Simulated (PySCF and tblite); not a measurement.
The numbers below are computed, except where a source is named.
C7H11F, numbered as in [CH2:1]=[C:2]1[CH2:3][CH2:4][CH2:5][C@H:6]([F:7])[CH2:8]1.

Free energies: PBE0-D3(BJ)/def2-SVPD (IEF-PCM, chloroform) on PBE0-D3(BJ)/def2-SVP structures plus GFN2-xTB thermal terms, symmetry and mirror images included. Conformers within 3 kcal/mol (GFN2-xTB free energy) were kept, 8 at most. GIAO shieldings: WP04/pcSseg-1 (IEF-PCM, chloroform). Shifts are against TMS (¹H), TMS (¹³C), CFCl3 (¹⁹F) at the same level; of two unlike H on one atom, a is the less shielded. Codes: tblite and PySCF.

The 6-ring runs over atoms 2–3–4–5–6–8.

| conformer | shape | symmetry | E(GFN2) kcal/mol | E(DFT) kcal/mol |
| --- | --- | --- | --- | --- |
| 1 | 6-ring chair (all substituents equatorial) | C1 | 0.00 | 0.00 |
| 2 | 6-ring chair (F7 axial) | C1 | 0.99 | 0.41 |

**Question.** How much do the weights at 298.15 K and the averaged shift of H5a depend on how the conformers are weighted?

**Answer.** 
| weighting | 1 (%) | 2 (%) | δ (ppm) | rms dipole (D) |
| --- | --- | --- | --- | --- |
| DFT energy with thermal terms, symmetry and mirror images (full scheme) | 67 | 33 | 1.76 | 2.33 |
| DFT energy with symmetry and mirror images | 67 | 33 | 1.76 | 2.33 |
| bare DFT energy | 67 | 33 | 1.76 | 2.33 |
| GFN2-xTB energy with symmetry and mirror images | 84 | 16 | 1.86 | 2.27 |
| GFN2-xTB free energy | 85 | 15 | 1.86 | 2.27 |
| leading conformer alone | 100 | 0 | 1.95 | 2.22 |
| equal weights | 50 | 50 | 1.66 | 2.39 |

The largest departure from the full scheme, 0.19 ppm, comes with: leading conformer alone.
